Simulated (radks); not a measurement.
Results of a calculation; reference values are marked as such.
All-electron atom: Lu I in [Xe] 4f13.5 5d1 6s2 6p0.5 (fractional occupations, a model configuration). Code: a radial shooting solver on a logarithmic mesh with Libxc functionals. Model: Dirac Kohn-Sham, LDA (Slater exchange, Perdew-Wang correlation), spin-unpolarised, spherical densities, finite nucleus; open shells fill j = l - 1/2 first; Fermi nuclear charge, rms radius 5.37 fm.

Spin-orbit splittings of the eigenvalues, e(l+1/2) - e(l-1/2), with zeta = 2 splitting/(2l+1) and mean radii in bohr:

shell,occ.,splitting (eV),zeta (eV),<r> j=l-1/2,<r> j=l+1/2
2p,6,1116,744.1,0.06743,0.07504
3p,6,238.0,158.7,0.2021,0.2164
3d,10,52.00,20.80,0.1899,0.1943
4p,6,54.46,36.30,0.4848,0.5176
4d,10,9.959,3.984,0.5402,0.5518
4f,13.5,1.565,0.4472,0.6990,0.7129
5p,6,7.189,4.793,1.299,1.411
5d,1,0.4224,0.1690,2.448,2.564
6p,0.5,0.4132,0.2755,4.669,5.112
